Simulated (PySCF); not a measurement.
## What the low excited states add to the polarisability

Species: 2,3-dimethylthiophene, C₆H₈S.
Atom-mapped SMILES: `[CH3:1][c:2]1[cH:3][cH:4][s:5][c:6]1[CH3:7]` (hydrogens: H8, H9, H10 on C1; H11 on C3; H12 on C4; H13, H14, H15 on C7)

Theory: PySCF, TDDFT B3LYP/def2-SVPD, vertical, gas phase, core orbitals frozen in the response. Geometry: PBE0-D3(BJ)/def2-SVP; no solvent, vibrations or thermal averaging.

Computed singlets:

```csv
state,E (eV),f
S1,5.40,0.042
S2,5.44,0.055
S3,5.69,0.066
S4,5.83,0.013
S5,5.89,0.0008
S6,6.33,0.0022
```

Problem. How much of the mean static polarisability do these states give, one by one?

Solution. Each state adds f / ΔE² (ΔE in hartree, 27.2114 eV).

| state | f/ΔE² (au) | running sum (au) | running share of α (%) |
| --- | --- | --- | --- |
| S1 | 1.07 | 1.07 | 1.2 |
| S2 | 1.37 | 2.45 | 2.7 |
| S3 | 1.51 | 3.96 | 4.4 |
| S4 | 0.29 | 4.24 | 4.8 |
| S5 | 0.02 | 4.26 | 4.8 |
| S6 | 0.04 | 4.30 | 4.8 |

The full response gives 89.29 au (13.23 Å³), so 85.0 au comes from the higher roots of the same equations.

Problem. By how much does the contribution of these states grow at 589.3 nm?

Solution. With ω = 0.0773 hartree each state's term in the mean polarisability goes from f / ΔE² to f / (ΔE² − ω²); the sum over all 6 states goes from 4.30 to 5.03 au, a rise of 0.72 au. The full frequency-dependent response rises by 3.37 au, from 89.29 to 92.66 au.

The largest single term belongs to S3, which also has the largest f.
